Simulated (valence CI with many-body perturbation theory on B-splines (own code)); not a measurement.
## E1 line list for Rb XXIV

Method: relativistic CI+MBPT: four valence electrons over a frozen Dirac-Fock core [Ne], radial functions for each j: 11 s, 11 p, 10 d, 8 f, 5 g, 2 h, with the one-electron correlation potential Σ1, the two-electron term Σ2, the three-electron term Σ3, Breit, model QED; selected CI, second order for the rest, scaled by the run's own slope (own B-spline code, finite nucleus).

No measured levels were compared; by estimate levels of excited configurations hold to 0.05 to 0.15 % of their energy, terms of the ground configuration to about 0.5 %. Among the levels kept, up to 740 cm⁻¹ of a level comes from second order outside the variational space, and about a tenth of that is noise between levels of different J, which matters for small intervals.

Lines 151 to 200 of 551 in falling wavelength, among levels below 286.71 eV, chosen from the strongest by gf and those to the six lowest levels. Wavelengths and rates use the calculated energies, so an error of 400 cm⁻¹ moves a line at 14.14 nm by 0.057 % and its rate by three times that or more. Electric multipoles are in the length gauge with retardation, E1 and E2 with the static RPA response of the core. Weak lines are less certain than strong ones. Lines between different terms over intervals too small for the method are left out, as are lines whose strength nearly cancels. Where a level lies close to another of its J and parity, the split of strength between their lines is uncertain. The highest levels of a list are the least certain.

Names give the largest LS component (configuration and term), which can be under half, so a name can repeat, a term be missing and a line seem to break the LS rules; names also repeat where a configuration has a term twice. Letters in brackets count levels of one name in rising energy.

| λ vac (nm) | Upper | Lower | A (s⁻¹) | S (a.u.) |
| --- | --- | --- | --- | --- |
| 14.14 | 3s.3p.3d2 3D°_3 | 3s.3p2.3d 3F_4 [b] | 8.52e+09 | 8.33e-02 |
| 14.12 | 3s2.3p.3d 3P°_2 [a] | 3s2.3p2 1D_2 | 5.97e+09 | 4.14e-02 |
| 14.12 | 3p3.3d 3G°_5 | 3s.3p2.3d 5D_4 | 4.46e+09 | 6.82e-02 |
| 14.11 | 3s.3p2.3d 3D_1 [e] | 3s2.3p.3d 3P°_0 | 4.39e+10 | 1.83e-01 |
| 14.11 | 3s.3p.3d2 3G°_3 [a] | 3s.3p2.3d 3D_2 [b] | 7.25e+09 | 7.03e-02 |
| 14.09 | 3s.3p.3d2 3G°_4 [b] | 3s.3p2.3d 3F_3 [c] | 1.37e+10 | 1.70e-01 |
| 14.04 | 3s.3p2.3d 3D_2 [c] | 3s2.3p.3d 3F°_3 | 2.53e+10 | 1.73e-01 |
| 14.04 | 3s.3p.3d2 3D°_3 | 3s.3p2.3d 3F_2 [c] | 1.07e+10 | 1.02e-01 |
| 14.03 | 3p3.3d 3G°_4 | 3s.3p2.3d 5D_3 | 6.78e+09 | 8.32e-02 |
| 14.02 | 3s2.3p.3d 3D°_1 | 3s2.3p2 1D_2 | 5.26e+09 | 2.15e-02 |
| 14.01 | 3s.3p3 3P°_2 | 3s2.3p2 3P_1 | 2.26e+08 | 1.53e-03 |
| 13.98 | 3s.3p2.3d 1D_2 [c] | 3s2.3p.3d 1P°_1 | 2.21e+10 | 1.49e-01 |
| 13.97 | 3s2.3d2 3F_3 | 3s2.3p.3d 1F°_3 | 1.52e+10 | 1.44e-01 |
| 13.96 | 3p3.3d 3D°_1 [b] | 3s.3p2.3d 3F_2 [a] | 2.27e+10 | 9.15e-02 |
| 13.92 | 3s.3p2.3d 5F_1 | 3s.3p3 5S°_2 | 1.74e+08 | 6.95e-04 |
| 13.92 | 3s.3p.3d2 3D°_3 | 3s.3p2.3d 3D_2 [c] | 1.28e+10 | 1.19e-01 |
| 13.85 | 3s.3p.3d2 3H°_5 | 3s.3p2.3d 3G_5 | 5.97e+09 | 8.62e-02 |
| 13.85 | 3s.3p2.3d 3F_4 [c] | 3s2.3p.3d 3F°_4 | 6.89e+10 | 8.12e-01 |
| 13.84 | 3p3.3d 3G°_4 | 3s.3p2.3d 5F_4 | 4.70e+09 | 5.54e-02 |
| 13.84 | 3s.3p2.3d 3F_3 [c] | 3s2.3p.3d 3F°_3 | 3.60e+10 | 3.30e-01 |
| 13.84 | 3s.3p.3d2 3G°_3 [c] | 3s.3p2.3d 3D_2 [b] | 1.54e+10 | 1.41e-01 |
| 13.83 | 3s.3p.3d2 5D°_3 [c] | 3s.3p2.3d 1G_4 | 7.74e+09 | 7.07e-02 |
| 13.81 | 3s.3p2.3d 3P_1 [b] | 3s.3p3 1D°_2 | 2.23e+10 | 8.68e-02 |
| 13.81 | 3s2.3p.3d 3F°_2 | 3s2.3p2 3P_2 | 3.68e+09 | 2.39e-02 |
| 13.80 | 3p3.3d 5D°_2 [a] | 3s.3p2.3d 5F_2 | 1.26e+10 | 8.14e-02 |
| 13.79 | 3s.3p2.3d 3P_2 [b] | 3s2.3p.3d 3D°_3 | 3.67e+10 | 2.38e-01 |
| 13.77 | 3s.3p3 3S°_1 | 3s2.3p2 3P_2 | 7.82e+10 | 3.02e-01 |
| 13.77 | 3p3.3d 5D°_1 | 3s.3p2.3d 5F_1 | 1.78e+10 | 6.90e-02 |
| 13.76 | 3p3.3d 3F°_3 [a] | 3p4 3P_2 | 6.34e+09 | 5.71e-02 |
| 13.74 | 3p3.3d 3D°_1 [c] | 3s.3p2.3d 3D_2 [a] | 1.32e+10 | 5.08e-02 |
| 13.73 | 3s.3p2.3d 1D_2 [a] | 3s2.3p.3d 3P°_2 [a] | 1.61e+10 | 1.03e-01 |
| 13.72 | 3s.3p3 3P°_1 | 3s2.3p2 3P_0 | 3.99e+09 | 1.53e-02 |
| 13.71 | 3s.3p.3d2 3F°_3 | 3s.3p2.3d 3G_4 | 1.65e+10 | 1.47e-01 |
| 13.71 | 3s.3p2.3d 3D_3 [d] | 3s2.3p.3d 3F°_4 | 6.39e+10 | 5.68e-01 |
| 13.70 | 3s.3p.3d2 3G°_5 | 3s.3p2.3d 3F_4 [b] | 1.71e+10 | 2.38e-01 |
| 13.70 | 3p3.3d 3F°_3 [c] | 3s.3p2.3d 3P_2 [a] | 1.27e+10 | 1.13e-01 |
| 13.70 | 3s.3p.3d2 5F°_3 | 3s.3p2.3d 3F_4 [a] | 5.77e+09 | 5.12e-02 |
| 13.68 | 3s.3p.3d2 3F°_2 | 3s.3p2.3d 3G_3 | 2.84e+10 | 1.80e-01 |
| 13.67 | 3s.3p2.3d 3D_1 [b] | 3s.3p3 3P°_2 | 2.93e+10 | 1.11e-01 |
| 13.67 | 3s2.3p.3d 3P°_1 | 3s2.3p2 1S_0 | 3.12e+08 | 1.18e-03 |
| 13.63 | 3s.3p2.3d 5F_2 | 3s.3p3 5S°_2 | 1.80e+09 | 1.12e-02 |
| 13.61 | 3s.3p3 1P°_1 | 3s2.3p2 1D_2 | 5.84e+10 | 2.18e-01 |
| 13.58 | 3s.3p2.3d 3G_3 | 3s.3p3 1D°_2 | 9.28e+09 | 8.04e-02 |
| 13.58 | 3s.3p2.3d 5P_3 | 3s.3p3 3D°_3 | 5.25e+09 | 4.54e-02 |
| 13.57 | 3s.3p2.3d 3P_2 [b] | 3s2.3p.3d 3D°_2 | 1.71e+10 | 1.05e-01 |
| 13.56 | 3s.3p2.3d 3D_2 [d] | 3s2.3p.3d 3F°_3 | 4.60e+10 | 2.83e-01 |
| 13.53 | 3s.3p2.3d 3D_2 [c] | 3s2.3p.3d 3F°_2 | 1.39e+10 | 8.51e-02 |
| 13.50 | 3s.3p2.3d 3P_1 [d] | 3s2.3p.3d 3P°_2 [b] | 4.59e+10 | 1.67e-01 |
| 13.50 | 3s2.3d2 3P_2 | 3s2.3p.3d 1P°_1 | 4.28e+10 | 2.60e-01 |
| 13.49 | 3s.3p.3d2 3F°_4 | 3s.3p2.3d 3G_5 | 1.97e+10 | 2.14e-01 |
